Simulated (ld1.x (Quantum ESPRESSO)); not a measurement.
**Pseudopotential generation for Ti (Z = 22): ultrasoft, LDA (PZ), scalar-relativistic.**

titanium (Ti), ultrasoft, made with ld1.x (Quantum ESPRESSO) 7.5 (LDA (PZ), scalar-relativistic). Core [Ne], reference 3s2 3p6 3d2 4s1 4p0 (charge +1). Waves: 3s (bound): rcut 1.55, rcutus 1.65 bohr; 4s (bound): rcut 1.55, rcutus 1.65 bohr; 3p (bound): rcut 1.50, rcutus 1.70 bohr; 4p (bound, empty): rcut 1.50, rcutus 1.70 bohr; 3d (bound): rcut 2.40, rcutus 2.85 bohr; 3d channel at -0.55 Ry: rcut 2.40, rcutus 2.85 bohr. Local part: all-electron potential smoothed inside 1.30 bohr (lloc = -2). Core correction: none. Augmentation charge: PSQ, inside the norm-conserving radii.

All-electron outer shells of the reference configuration (LDA (PZ), scalar-relativistic, ld1.x):

```
shell  level (eV)  outermost node (bohr)  outermost maximum (bohr)
   2p     -451.32                      –                      0.22
   3s      -69.63                   0.40                      0.87
   3p      -46.15                   0.37                      0.90
   3d      -11.64                      –                      0.97
   4s      -10.60                   1.24                      2.74
   4p       -6.78                   1.37                      3.31
```

(1) Estimate the cutoffs (Ry, on a coarse ladder) from which the occupation-weighted sum of valence levels, in a spherical-Bessel basis at the reference potential, stays within 10 and 1 mRy of its value at 400 Ry.

(2) What does a ghost test show?

(3) Is the overlap operator S = 1 + Σ q|β⟩⟨β| positive definite (Bessel basis up to 400 Ry)?

Results:

(1) 30 Ry and 50 Ry.

(2) No extra level below or beside the all-electron valence levels (s, p, d, f tested).

(3) Yes: its lowest eigenvalue is 0.09 (s channel).

Its largest configuration-test error is +121 meV (3s2 3p6 3d1 4s2 4p0). Test run stopped at test 6 of 9 (negative rho), 1 before it not solved. Not counted: 3s2 3p6 3d1 4s0 4p0 (solver errors, printed error -8.3 eV).
